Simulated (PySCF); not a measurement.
acetone (C₃H₆O), singlet, at a GFN2-xTB geometry; DF-R2SCAN/STO-3G (PySCF).

Here is a job for PySCF.
```python
from pyscf import gto, scf, dft

mol = gto.M(
    atom='''
O    -0.002024    0.005028    1.401633
C    -0.000286    0.000711    0.198193
C    -0.005986    1.265969   -0.624218
C     0.007775   -1.270415   -0.615100
H     0.000188    2.136724    0.025693
H    -0.000284   -2.136485    0.041021
H    -0.892406    1.290813   -1.254203
H     0.867702    1.289622   -1.271639
H     0.896010   -1.299769   -1.242328
H    -0.864040   -1.298721   -1.264854
''',
    basis='sto-3g',
    charge=0,
    spin=0,
    verbose=4,
)

mf = dft.RKS(mol)
mf.xc = 'r2scan'
mf = mf.density_fit(auxbasis='def2-universal-jkfit')
mf.kernel()
```

What does PySCF print? Leave out banner, timings and long lists.


```
PySCF version 2.14.0

[INPUT] verbose = 4
[INPUT] num. atoms = 10
[INPUT] num. electrons = 32
[INPUT] charge = 0
[INPUT] spin (= nelec alpha-beta = 2S) = 0
[INPUT] symmetry False subgroup None
[INPUT] Mole.unit = angstrom
[INPUT] Symbol           X                Y                Z      unit          X                Y                Z       unit  Magmom
[INPUT]  1 O     -0.002024000000   0.005028000000   1.401633000000 AA   -0.003824805676   0.009501542954   2.648702497153 Bohr   0.0
[INPUT]  2 C     -0.000286000000   0.000711000000   0.198193000000 AA   -0.000540461672   0.001343595275   0.374530489806 Bohr   0.0
[INPUT]  3 C     -0.005986000000   1.265969000000  -0.624218000000 AA   -0.011311900582   2.392334692190  -1.179601062024 Bohr   0.0
[INPUT]  4 C      0.007775000000  -1.270415000000  -0.615100000000 AA    0.014692620618  -2.400736414539  -1.162370539220 Bohr   0.0
[INPUT]  5 H      0.000188000000   2.136724000000   0.025693000000 AA    0.000355268511   4.037823163785   0.048552733318 Bohr   0.0
[INPUT]  6 H     -0.000284000000  -2.136485000000   0.041021000000 AA   -0.000536682219  -4.037371519241   0.077518455356 Bohr   0.0
[INPUT]  7 H     -0.892406000000   1.290813000000  -1.254203000000 AA   -1.686402931919   2.439283048028  -2.370100174608 Bohr   0.0
[INPUT]  8 H      0.867702000000   1.289622000000  -1.271639000000 AA    1.639719137737   2.437032384214  -2.403049439316 Bohr   0.0
[INPUT]  9 H      0.896010000000  -1.299769000000  -1.242328000000 AA    1.693213504872  -2.456207435200  -2.347659676879 Bohr   0.0
[INPUT] 10 H     -0.864040000000  -1.298721000000  -1.264854000000 AA   -1.632798960669  -2.454227002221  -2.390227647561 Bohr   0.0

nuclear repulsion = 120.019472557908
number of shells = 18
number of NR pGTOs = 78
number of NR cGTOs = 26
basis = sto-3g
ecp = {}

******** <class 'pyscf.df.df_jk.DFRKS'> ********
method = DFRKS
initial guess = minao
damping factor = 0
level_shift factor = 0
DIIS = <class 'pyscf.scf.diis.CDIIS'>
diis_start_cycle = 1
diis_space = 8
diis_damp = 0
SCF conv_tol = 1e-09
SCF conv_tol_grad = None
SCF max_cycles = 50
direct_scf = False
XC library pyscf.dft.libxc version 7.1.2
    S. Lehtola, C. Steigemann, M. J. T. Oliveira, and M. A. L. Marques,  SoftwareX 7, 1–5 (2018)
XC functionals = r2scan
    J. W. Furness, A. D. Kaplan, J. Ning, J. P. Perdew, and J. Sun,  J. Phys. Chem. Lett. 11, 8208–8215 (2020)
    J. W. Furness, A. D. Kaplan, J. Ning, J. P. Perdew, and J. Sun,  J. Phys. Chem. Lett. 11, 9248–9248 (2020)
    J. W. Furness, A. D. Kaplan, J. Ning, J. P. Perdew, and J. Sun,  J. Phys. Chem. Lett. 11, 8208–8215 (2020)
    J. W. Furness, A. D. Kaplan, J. Ning, J. P. Perdew, and J. Sun,  J. Phys. Chem. Lett. 11, 9248–9248 (2020)
radial grids:
    Treutler-Ahlrichs [JCP 102, 346 (1995); DOI:10.1063/1.469408] (M4) radial grids

becke partition: Becke, JCP 88, 2547 (1988); DOI:10.1063/1.454033
pruning grids: <function nwchem_prune>
grids dens level: 3
symmetrized grids: False
atomic radii adjust function: <function treutler_atomic_radii_adjust>
small_rho_cutoff = 0
Set gradient conv threshold to 3.16228e-05
Initial guess from minao.
tot grids = 115288
init E= -190.897489486141
  HOMO = -0.274055428577465  LUMO = -0.0315536840783353  gap/eV = 6.59881
cycle= 1 E= -190.449597628943  delta_E= 0.448  |g|= 0.634  |ddm|= 3.86
  HOMO = 0.0756606287615448  LUMO = 0.187115816688748  gap/eV = 3.03285
cycle= 2 E= -189.833630416066  delta_E= 0.616  |g|= 1.63  |ddm|= 2.58
  HOMO = -0.0821780236873757  LUMO = 0.0788207968628852  gap/eV = 4.38100
cycle= 3 E= -190.581986778761  delta_E= -0.748  |g|= 0.117  |ddm|= 1.82
  HOMO = -0.0951917033793968  LUMO = 0.0679089242880161  gap/eV = 4.43819
cycle= 4 E= -190.585699738678  delta_E= -0.00371  |g|= 0.0437  |ddm|= 0.164
  HOMO = -0.0982450867511  LUMO = 0.0639632497367605  gap/eV = 4.41391
cycle= 5 E= -190.586253693879  delta_E= -0.000554  |g|= 0.00455  |ddm|= 0.0499
  HOMO = -0.0977182827658799  LUMO = 0.0646304330888444  gap/eV = 4.41773
cycle= 6 E= -190.586258562604  delta_E= -4.87e-06  |g|= 0.00153  |ddm|= 0.00437
  HOMO = -0.0981137677169516  LUMO = 0.0642808808124162  gap/eV = 4.41898
cycle= 7 E= -190.586259366726  delta_E= -8.04e-07  |g|= 7.01e-05  |ddm|= 0.00212
  HOMO = -0.098120608350178  LUMO = 0.0642772041816416  gap/eV = 4.41907
cycle= 8 E= -190.586259368097  delta_E= -1.37e-09  |g|= 1.18e-05  |ddm|= 6.87e-05
  HOMO = -0.0981213824601174  LUMO = 0.0642771408461646  gap/eV = 4.41909
cycle= 9 E= -190.586259368135  delta_E= -3.85e-11  |g|= 1.93e-06  |ddm|= 1.11e-05
  HOMO = -0.0981220970235226  LUMO = 0.0642768730967518  gap/eV = 4.41910
Extra cycle  E= -190.586259368129  delta_E= 6.14e-12  |g|= 4.9e-06  |ddm|= 7.56e-06
converged SCF energy = -190.586259368129
```
